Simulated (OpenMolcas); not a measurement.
**Cr3+: moving the ligands**

Cr3+ with 6 ligands (fluoride) in octahedral coordination (Oh) at 1.93 Å. A charge of +0.5 e stands 2.4 Å behind each ligand. Ligand basis ANO-RCC-VDZP.
```
Cr    0.0000    0.0000    0.0000
F     1.9300    0.0000    0.0000
F     0.0000    1.9300    0.0000
F    -1.9300    0.0000    0.0000
F     0.0000   -1.9300    0.0000
F     0.0000    0.0000    1.9300
F     0.0000    0.0000   -1.9300
```

```json
{
 "Program": "OpenMolcas",
 "Method": "CASSCF",
 "Basis": "ANO-RCC-VDZP [5s4p2d1f]",
 "Scalar Hamiltonian": "DKH2, point nucleus",
 "Active space": "3 electrons in 5 orbitals (3d)",
 "State averaging": "2S+1 = 4 even, 10 roots; 2S+1 = 2 even, 40 roots",
 "Spin-orbit coupling": "state interaction with AMFI integrals over the reference wave functions"
}
```

Runs around this geometry, states (labels of O, the rotations of Oh). Energies in cm-1 above the lowest state or level, χT in cm3 K/mol; 10Dq and B are least-squares fits to the states below 45000 cm-1, weighted by degeneracy, with a free offset, and given where the rms deviation is under 5 % of |10Dq| (or 100 cm-1) and under 700 cm-1.

| R (Å) | Ground state | First state of that spin | 10Dq | B (rms of fit) | First gap with spin-orbit (degeneracies) | χT at 300 K | First state of another spin |
| --- | --- | --- | --- | --- | --- | --- | --- |
| 1.83 | 4A2 | 4T2 17777 | 17664 | 1061 (66) | 17669 (4, 2) | 1.840 | 2E 19448 |
| 1.93 | 4A2 | 4T2 13492 | 13367 | 1075 (63) | 13385 (4, 2) | 1.826 | 2E 19441 |
| 2.02 | 4A2 | 4T2 10636 | 10518 | 1084 (60) | 10530 (4, 2) | 1.810 | 2E 19412 |

Taking |10Dq| as R^-n, n = -ln(10518 / 17664) / ln(2.02 / 1.83) = 5.2 between the shortest and longest distance. The point-charge formula for a cubic d site gives n = 5.

Without dynamic correlation the repulsion within the d shell is too large (B by tens of per cent), so at a given field states of lower spin stand too high. Ligand-to-metal charge-transfer states are missing. With no ligand orbital active B as a rule stays too high, so bands that hang on it stand too high and its fall with covalency is understated. With metal d orbitals alone and no dynamic correlation the field as a rule comes out too small, by tens of per cent, by up to half for chloride and softer ligands. No measured value stands beside these numbers; the geometry is a model, was not optimised and need not be the one that this ion takes.
